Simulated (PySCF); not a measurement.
## Working out the ionisation energy of Au

Au [Xe] 4f14 5d10 6s1 (2S) → Au⁺ [Xe] 4f14 5d10 (1S). Calculation: PySCF 2.14, in def2-TZVP with the def2 core potential (60 electrons); a scalar-relativistic core potential. Frozen: 5s2 5p6. Energies in hartree (1 hartree = 27.21139 eV):

| part | Au (lower) | Au⁺ (upper) |
| --- | --- | --- |
| UHF | -134.789816 | -134.507447 |
| CCSD correlation | -0.264638 | -0.226846 |
| (T) | -0.004563 | -0.003526 |

**Question.** What does Hartree-Fock give?

**Answer.** (-134.507447) − (-134.789816) = 0.282369 hartree = 7.684 eV.

**Question.** What do CCSD and CCSD(T) give?

**Answer.** The CCSD correlation energies differ by 0.037792 hartree = 1.028 eV and the triples by 0.001037 hartree = 0.028 eV, so CCSD gives 8.712 eV and CCSD(T) 8.740 eV.

Measured between the centres of the two terms (NIST): 9.226 eV, so CCSD(T) (valence) is off by -0.486 eV.

What remains against the reference includes basis incompleteness, the frozen core and higher excitations.
